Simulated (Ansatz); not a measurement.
Species: C$_{3}$H$_{7}$N, SMILES `C/C=N/C` (charge 0, multiplicity 1).

Q: Give a relaxed geometry from Ansatz (a first-principles code) with PBE0-D3(BJ)/def2-TZVP.

A: the end point of this relaxation (outside a Z-matrix the atoms follow the SMILES, hydrogens last).
Z-matrix (Å, degrees):
```
C
N 1 1.2594
H 1 1.1032 2 121.01
C 2 1.4383 1 118.10 3 -0.03
H 4 1.0935 2 109.28 1 -121.75
H 4 1.0935 5 106.70 2 118.04
H 4 1.1003 5 108.84 6 117.29
C 1 1.4876 3 116.45 2 180.00
H 8 1.0894 1 110.40 3 -179.90
H 8 1.0944 9 109.42 1 -121.69
H 8 1.0945 9 109.38 10 -116.58
```
